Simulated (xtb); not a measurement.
CH3NO, triplet, from a rough starting geometry (a higher spin typed on purpose: for a closed-shell molecule this is an excited state); GFN2-xTB in xtb 6.7.1.

Here is a job for xtb.
```
$ xtb mol.xyz --gfn 2 --uhf 2 --opt vtight --json

# file mol.xyz
6

N     -0.67970048    -0.00711294     0.09220316
C      0.66289445     0.11127532    -0.06433107
O      1.47234794    -0.87841665    -0.11758461
H     -1.07100355    -0.91269078     0.22607976
H     -1.28268666     0.76571479     0.09805619
H      1.01841745     1.08909121    -0.18573061
```

Output, abridged:

```
   ID    Z sym.   atoms
    1    7 N      1
    2    6 C      2
    3    8 O      3
    4    1 H      4-6

           -------------------------------------------------
          |                Calculation Setup                |
           -------------------------------------------------

           -------------------------------------------------
          |                 G F N 2 - x T B                 |
           -------------------------------------------------

          ...................................................
          :                      SETUP                      :
          :.................................................:
          :  # basis functions                  15          :
          :  # atomic orbitals                  15          :
          :  # shells                            9          :
          :  # electrons                        18          :
          :  max. iterations                   250          :
          :  Hamiltonian                  GFN2-xTB          :
          :  restarted?                      false          :
          :  GBSA solvation                  false          :
          :  PC potential                    false          :
          :  electronic temp.          300.0000000     K    :
          :  accuracy                    1.0000000          :
          :  -> integral cutoff          0.2500000E+02      :
          :  -> integral neglect         0.1000000E-07      :
          :  -> SCF convergence          0.1000000E-05 Eh   :
          :  -> wf. convergence          0.1000000E-03 e    :
          :  Broyden damping             0.4000000          :
          :  net charge                          0          :
          :  unpaired electrons                  2          :
          ...................................................

 iter      E             dE          RMSdq      gap      omega  full diag
   1    -10.3749530 -0.103750E+02  0.633E+00    7.60       0.0  T
   2    -10.5049696 -0.130017E+00  0.445E+00    5.57       1.0  T
   3    -10.5521196 -0.471500E-01  0.252E+00    6.24       1.0  T
   4    -10.5606128 -0.849312E-02  0.117E+00    6.74       1.0  T
   5    -10.4646133  0.959994E-01  0.442E+00    6.86       1.0  T
   6    -10.5601453 -0.955320E-01  0.619E-01    6.65       1.0  T
   7    -10.5604291 -0.283841E-03  0.500E-01    6.68       1.0  T
   8    -10.5609795 -0.550397E-03  0.310E-01    6.72       1.0  T
   9    -10.5610427 -0.631520E-04  0.277E-01    6.72       1.0  T
  10    -10.5613239 -0.281244E-03  0.731E-02    6.74       1.0  T
  11    -10.5613444 -0.204196E-04  0.239E-02    6.75       1.7  T
  12    -10.5613465 -0.218333E-05  0.870E-03    6.75       4.7  T
  13    -10.5613467 -0.208422E-06  0.504E-03    6.75       8.1  T
  14    -10.5613468 -0.463215E-07  0.362E-03    6.75      11.3  T
  15    -10.5613468 -0.522658E-07  0.980E-04    6.75      41.7  T
  16    -10.5613469 -0.338956E-08  0.434E-04    6.75      94.2  T

   *** convergence criteria satisfied after 16 iterations ***

 transition dipole moment (au) for excitation:           9          10
     X       Y       Z
   0.0317  -0.0187  -0.1130  total (au/Debye):    0.119   0.302
 dE (eV)             :    5.733
 oscillator strength :  0.28066E-02

         :::::::::::::::::::::::::::::::::::::::::::::::::::::
         ::                     SUMMARY                     ::
         :::::::::::::::::::::::::::::::::::::::::::::::::::::
         :: total energy             -10.449164109158 Eh    ::
         :: gradient norm              0.077649055224 Eh/a0 ::
         :: HOMO-LUMO gap              6.746418195213 eV    ::
         ::.................................................::
         :: SCC energy               -10.561346800011 Eh    ::
         :: -> isotropic ES            0.023907573731 Eh    ::
         :: -> anisotropic ES          0.002176084595 Eh    ::
         :: -> anisotropic XC          0.001620933930 Eh    ::
         :: -> dispersion             -0.001595770067 Eh    ::
         :: repulsion energy           0.112182690853 Eh    ::
         :: add. restraining           0.000000000000 Eh    ::
         :: total charge              -0.000000000000 e     ::
         :::::::::::::::::::::::::::::::::::::::::::::::::::::

      -----------------------------------------------------------
     |                   =====================                   |
     |                        A N C O P T                        |
     |                   =====================                   |
     |               Approximate Normal Coordinate               |
     |                Rational Function Optimizer                |
      -----------------------------------------------------------
      -----------------------------------------------------------
     |                   =====================                   |
     |                        A N C O P T                        |
     |                   =====================                   |
     |               Approximate Normal Coordinate               |
     |                Rational Function Optimizer                |
      -----------------------------------------------------------

          ...................................................
          :                      SETUP                      :
          :.................................................:
          :   optimization level         verytight          :
          :   max. optcycles                   200          :
          :   ANC micro-cycles                  20          :
          :   degrees of freedom                12          :
          :.................................................:
          :   RF solver                   davidson          :
          :   write xtbopt.log                true          :
          :   linear?                        false          :
          :   energy convergence         0.1000000E-06 Eh   :
[...]
 * total energy  :   -10.4692955 Eh     change       -0.3076860E-05 Eh
 * total energy  :   -10.4692986 Eh     change       -0.3010513E-05 Eh
 * total energy  :   -10.4693009 Eh     change       -0.2293916E-05 Eh
 * total energy  :   -10.4693040 Eh     change       -0.3134519E-05 Eh
 * total energy  :   -10.4693088 Eh     change       -0.4802426E-05 Eh
 * total energy  :   -10.4693140 Eh     change       -0.5186515E-05 Eh
 * total energy  :   -10.4693164 Eh     change       -0.2446406E-05 Eh
 * total energy  :   -10.4693178 Eh     change       -0.1423105E-05 Eh
 * total energy  :   -10.4693188 Eh     change       -0.9606755E-06 Eh
 * total energy  :   -10.4693197 Eh     change       -0.9202797E-06 Eh
 * total energy  :   -10.4693203 Eh     change       -0.5547303E-06 Eh
 * total energy  :   -10.4693205 Eh     change       -0.2044179E-06 Eh
 * total energy  :   -10.4693206 Eh     change       -0.8512476E-07 Eh
   *** GEOMETRY OPTIMIZATION CONVERGED AFTER 29 ITERATIONS ***
[...]
          :  -> integral cutoff          0.2500000E+02      :
          :  -> integral neglect         0.1000000E-07      :
          :  -> SCF convergence          0.1000000E-05 Eh   :
          :  -> wf. convergence          0.1000000E-03 e    :
          :  Broyden damping             0.4000000          :
          :  net charge                          0          :
          :  unpaired electrons                  2          :
          ...................................................

 iter      E             dE          RMSdq      gap      omega  full diag
   1    -10.5498801 -0.105499E+02  0.166E-05    8.40       0.0  T
   2    -10.5498801 -0.124345E-12  0.107E-05    8.40    3803.9  T
   3    -10.5498801 -0.621725E-13  0.353E-06    8.40   11570.4  T

   *** convergence criteria satisfied after 3 iterations ***

 transition dipole moment (au) for excitation:           9          10
     X       Y       Z
   0.3106   0.0222  -0.0949  total (au/Debye):    0.326   0.828
 dE (eV)             :    3.918
 oscillator strength :  0.14389E-01

         :::::::::::::::::::::::::::::::::::::::::::::::::::::
         ::                     SUMMARY                     ::
         :::::::::::::::::::::::::::::::::::::::::::::::::::::
         :: total energy             -10.469320568958 Eh    ::
         :: gradient norm              0.000049186840 Eh/a0 ::
         :: HOMO-LUMO gap              8.399731480711 eV    ::
         ::.................................................::
         :: SCC energy               -10.549880006845 Eh    ::
         :: -> isotropic ES            0.024514131789 Eh    ::
         :: -> anisotropic ES          0.001072407300 Eh    ::
         :: -> anisotropic XC          0.003123821193 Eh    ::
         :: -> dispersion             -0.001586663097 Eh    ::
         :: repulsion energy           0.080559437887 Eh    ::
         :: add. restraining           0.000000000000 Eh    ::
         :: total charge              -0.000000000000 e     ::
         :::::::::::::::::::::::::::::::::::::::::::::::::::::

           -------------------------------------------------
          |                Property Printout                |
           -------------------------------------------------

    * Orbital Energies and Occupations

         #    Occupation            Energy/Eh            Energy/eV
      -------------------------------------------------------------
         1        2.0000           -0.6985284             -19.0079
         2        2.0000           -0.6508331             -17.7101
         3        2.0000           -0.6004584             -16.3393
         4        2.0000           -0.5666443             -15.4192
         5        2.0000           -0.5448518             -14.8262
         6        2.0000           -0.5212506             -14.1840
         7        2.0000           -0.4981462             -13.5552
         8        2.0000           -0.4431586             -12.0590
         9        1.0000           -0.4205885             -11.4448
        10        1.0000           -0.2766005              -7.5267 (HOMO)
        11                          0.0320840               0.8730 (LUMO)
        12                          0.1148196               3.1244
        13                          0.1487854               4.0487
        14                          0.2074283               5.6444
        15                          0.3521698               9.5830
      -------------------------------------------------------------
                  HL-Gap            0.3086845 Eh            8.3997 eV
             Fermi-level           -0.2770659 Eh           -7.5393 eV

     #   Z          covCN         q      C6AA      α(0)
     1   7 N        2.628    -0.279    27.207     7.747
     2   6 C        2.683     0.085    26.078     8.357
     3   8 O        0.855    -0.296    19.705     5.952
     4   1 H        0.860     0.184     1.190     1.709
     5   1 H        0.860     0.170     1.274     1.768
     6   1 H        0.920     0.135     1.496     1.913

 Mol. C6AA /au·bohr⁶  :        329.474833
 Mol. C8AA /au·bohr⁸  :       6995.449067
 Mol. α(0) /au        :         27.445633

Wiberg/Mayer (AO) data.
largest (>0.10) Wiberg bond orders for each atom

 ---------------------------------------------------------------------------
     #   Z sym  total        # sym  WBO       # sym  WBO       # sym  WBO
 ---------------------------------------------------------------------------
     1   7 N    3.157 --     2 C    1.095     5 H    0.957     4 H    0.942
                             3 O    0.144
     2   6 C    3.356 --     3 O    1.497     1 N    1.095     6 H    0.756
     3   8 O    1.820 --     2 C    1.497     6 H    0.156     1 N    0.144
     4   1 H    0.966 --     1 N    0.942
     5   1 H    0.971 --     1 N    0.957
     6   1 H    0.938 --     2 C    0.756     3 O    0.156
 ---------------------------------------------------------------------------

Topologies differ in total number of bonds
Writing topology from bond orders to xtbtopo.mol

molecular dipole:
                 x           y           z       tot (Debye)
 q only:       -0.870       0.697       0.266
   full:       -1.024       0.793       0.390       3.439
molecular quadrupole (traceless):
                xx          xy          yy          xz          yz          zz
 q only:       -0.953       2.863       0.927      -0.516      -0.469       0.026
  q+dip:       -1.585       3.790       1.814      -1.713      -1.035      -0.229
   full:       -1.351       3.979       1.925      -1.693      -1.005      -0.574

optimized geometry written to: xtbopt.xyz

           -------------------------------------------------
          | TOTAL ENERGY              -10.469320568958 Eh   |
          | GRADIENT NORM               0.000049186840 Eh/α |
          | HOMO-LUMO GAP               8.399731480711 eV   |
           -------------------------------------------------

normal termination of xtb
```
